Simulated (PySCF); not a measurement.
F₂Zn, SMILES [F][Zn][F] (connectivity only; charge and spin as stated), charge -1, multiplicity 2. Atoms are numbered in the order given.

```xyz
3

Zn     0.0000     0.0000     0.3555
F      0.0000    -1.6456    -0.5925
F      0.0000     1.6456    -0.5925
```
Charge -1, spin multiplicity 2.

Coordinates come from a PBE-D3(BJ)/def2-SVPD optimisation. The multiplicity is an assumed one; other spin states were not compared. The isomer is the one that the SMILES or the coordinates give; other isomers of the formula were not compared.

Calculation: PBE-D3(BJ)/def2-SVPD run with PySCF.

Frequencies are harmonic and unscaled.

```
mode  ν (cm⁻¹)  IR (km/mol)  moving atoms (share of kinetic energy)
----  --------  -----------  --------------------------------------
1          141         18.3                         F 76 %, Zn 24 %
2          444         73.7                         F 87 %, Zn 13 %
3          470        129.8                         F 70 %, Zn 30 %
```
